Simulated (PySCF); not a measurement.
Br$_{4}$Sn, charge +1, doublet, at a GFN2-xTB geometry (such geometries of metal compounds can be far from the true shape) (a state made from the parent by changing its charge; the spin is typed, not shown lowest) (all electrons, no relativity). Base run: B3LYP/STO-3G run with PySCF.

The PySCF input:
```python
from pyscf import gto, scf, dft

mol = gto.M(
    atom='''
Br   -0.930767    2.301955   -0.786912
Sn   -0.000000    0.000000    0.000000
Br   -1.792879   -1.845661   -0.404565
Br    0.569295    0.115735    2.539106
Br    2.154351   -0.572029   -1.347630
''',
    basis='sto-3g',
    charge=1,
    spin=1,
    verbose=4,
)

mf = dft.UKS(mol)
mf.xc = 'b3lyp'
mf.kernel()
mf.analyze()
```

The base run was repeated with changes; each row names its change, and settings that it needs were set with it.

```json
[
 {"change": "base", "basis functions": "99", "E (Eh)": "-16149.21580", "HOMO (eV)": "-10.61", "outcome": "converged"},
 {"change": "basis = ANO-RCC-VDZP; relativity = spin-free X2C; nucleus = Gaussian (with nucmod='G')", "basis functions": "-", "E (Eh)": "-", "HOMO (eV)": "-", "outcome": "cut at the time limit"},
 {"change": "basis = x2c-SVPall; relativity = spin-free X2C", "basis functions": "164", "E (Eh)": "-16599.24083", "HOMO (eV)": "-12.99", "outcome": "converged"},
 {"change": "basis = ANO-RCC-VDZP; relativity = none", "basis functions": "-", "E (Eh)": "-", "HOMO (eV)": "-", "outcome": "cut at the time limit"},
 {"change": "basis = ANO-RCC-VDZP; relativity = spin-free X2C", "basis functions": "-", "E (Eh)": "-", "HOMO (eV)": "-", "outcome": "cut at the time limit"}
]
```

Absolute energies of different levels of theory aren't comparable as measures of quality.

Open shells are given as the SCF converged; they aren't shown to be the lowest states, and a large step between rows can be another state.

Basis sets contracted for a relativistic Hamiltonian are a mismatch without it, so the rows without relativity aren't non-relativistic limits. No row has spin-orbit coupling; sets with core potentials leave out the core electrons.
